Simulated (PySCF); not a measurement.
# Curvature of the energy in the electron number along the second row, charge +1

Calculated with PySCF 2.14, in aug-pcseg-2, non-relativistic: one orbital is emptied in steps, and each cell gives the departure of E from the straight line at half an electron, in eV (from a cubic fit). The exact functional gives zero.

```
species   orbital    LDA    PBE   PBE0  BHandHLYP  LC-wPBE   UHF
    Be⁺  2s alpha  -0.91  -0.95  -0.70      -0.54    -0.07  0.00
     B⁺   2s beta  -1.26  -1.25  -0.92      -0.67    -0.21  0.07
     C⁺  2p alpha  -1.78  -1.75  -1.27      -0.81    -0.53  0.16
     N⁺  2p alpha  -2.05  -1.99  -1.42      -0.87    -0.71  0.27
     O⁺  2p alpha  -2.32  -2.25  -1.59      -0.94    -0.92  0.38
     F⁺   2p beta  -2.30  -2.26  -1.56      -0.91    -0.90  0.51
    Ne⁺   2p beta  -2.58  -2.49  -1.70      -0.95    -1.10  0.64
```

Q: How does the mean departure depend on the functional?

A: LDA -1.89 eV; PBE -1.85 eV; PBE0 -1.31 eV; BHandHLYP -0.81 eV; LC-wPBE -0.63 eV; UHF 0.29 eV. Semilocal functionals are convex (delocalisation error), Hartree-Fock is concave or straight, and exact exchange removes curvature roughly in proportion to its share, so among the functionals the range-separated hybrids usually come closest to zero.
